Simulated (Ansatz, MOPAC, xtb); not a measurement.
Spectroscopic constants of RuF, multiplicity 6 (lowest of 2S+1 = 2, 4, 6 at CCSD(T)/def2-TZVPP on PBE0 minima; our sources give no spin for the ground state, which may be another). No spin–orbit coupling.

Seven points along R, fitted to fifth degree in 1/R; most abundant isotopes. In def2 and cc sets the state is the lowest found near the PBE0 minimum, followed along R.

Run with Ansatz (a quantum-chemistry and plane-wave program); MOPAC for PM6, PM7 (differences of heats of formation); xtb for the GFN methods.  In def2 rows elements past Kr take small-core potentials, without spin–orbit coupling. The GFN methods have no spin term and hold the electronic entropy of 300 K.

| level | r_e (Å) | ω_e (cm⁻¹) | ω_e x_e (cm⁻¹) | B_e (cm⁻¹) | dipole (D) |
|---|---|---|---|---|---|
| PM6 | 1.964 | 565 | 3.8 | 0.273 | - |
| PM7 | 1.943 | 475 | 1.5 | 0.279 | - |
| GFN1-xTB | 1.901 | 433 | 1.3 | 0.291 | - |
| SVWN5/def2-TZVPP | 1.889 | 615 | 3.3 | 0.295 | 1.05 |
| PBE/def2-TZVPP | 1.925 | 573 | 3.2 | 0.284 | 1.25 |
| r2SCAN/def2-TZVPP | 1.912 | 600 | 3.0 | 0.288 | 1.47 |
| B97M-V/def2-TZVPP | 1.920 | 589 | 3.1 | 0.285 | 1.71 |
| B3LYP/def2-TZVPP | 1.926 | 585 | 3.0 | 0.284 | 1.72 |
| PBE0/def2-TZVPP | 1.910 | 602 | 3.0 | 0.289 | 1.64 |
| BHLYP/def2-TZVPP | 1.918 | 603 | 2.9 | 0.286 | 2.14 |
| CAM-B3LYP/def2-TZVPP | 1.913 | 605 | 2.9 | 0.288 | 1.75 |
| wB97X-V/def2-TZVPP | 1.910 | 609 | 2.8 | 0.289 | 1.56 |
| wB97M-V/def2-TZVPP | 1.915 | 604 | 2.8 | 0.287 | 1.63 |
| B2PLYP/def2-TZVPP | 1.918 | 600 | 2.9 | 0.286 | - |
| CCSD/def2-TZVPP | 1.915 | 611 | 2.9 | 0.287 | - |
| CCSD/def2-QZVPP | 1.919 | 605 | 2.8 | 0.286 | - |
| CCSD(T)/def2-TZVPP | 1.913 | 613 | 2.9 | 0.288 | - |
| CCSD(T)/def2-QZVPP | 1.917 | 606 | 2.8 | 0.286 | - |
| CCSD(T)/CBS(def2-TZVPP, def2-QZVPP) | 1.919 | 602 | 2.8 | 0.286 | - |

Correlated levels freeze the inner cores; with def2 sets outer-core shells near the valence are correlated too. CBS: X⁻³ extrapolation of the correlation energy, Hartree–Fock from the larger set. The state reached by PM6, PM7 isn't checked; PM7 holds dispersion and hydrogen-bond terms.
